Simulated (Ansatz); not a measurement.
Abstraction of F: HOF + C2H5Mg → OH + C2H5FMg

Species: HOF (hypofluorous acid) `OF`, singlet; C2H5Mg `C[CH2][Mg]`, doublet; OH, doublet; C2H5FMg `C[CH2][Mg][F]`, singlet. A radical takes F: the energy is the difference in strength between the O–F bond broken and the Mg–F bond made.

Shapes, held fixed at every level: PBE0-D4/def2-TZVP. Programs: Ansatz 0.2.0. The zero-point and thermal change to 298 K, harmonic and unscaled (PBE0-D4/def2-TZVP), is -5.1 kJ/mol.

Q: Estimate ΔH(298 K) of this reaction.

A: The highest level, CCSD(T)/def2-TZVPP, gives ΔH(298 K) = -388.7 kJ/mol; the levels span -484.6 to -368.6. The column of differences is taken from that level and isn't an error. No measured value is set beside it here. Open shells run unrestricted. Outer-core shells of Mg are correlated in most correlated rows, in sets that cover them unevenly.

```
              level                    kind  ΔH(298 K) (kJ/mol)  less CCSD(T)/def2-TZVPP
     MP2/def2-TZVPP     perturbation theory              -395.0                     -6.3
        HF/def2-SVP            Hartree–Fock              -484.6                    -95.9
BHLYP-D4/def2-TZVPP           global hybrid              -418.4                    -29.7
 PBE0-D4/def2-TZVPP           global hybrid              -368.6                    +20.1
 wB97X-V/def2-TZVPP  range-separated hybrid              -388.1                     +0.6
  B2PLYP/def2-TZVPP           double hybrid              -392.6                     -3.9
      CCSD/def2-SVP   coupled cluster or CI              -409.8                    -21.1
 CCSD(T)/def2-TZVPP   coupled cluster or CI              -388.7                      0.0
```
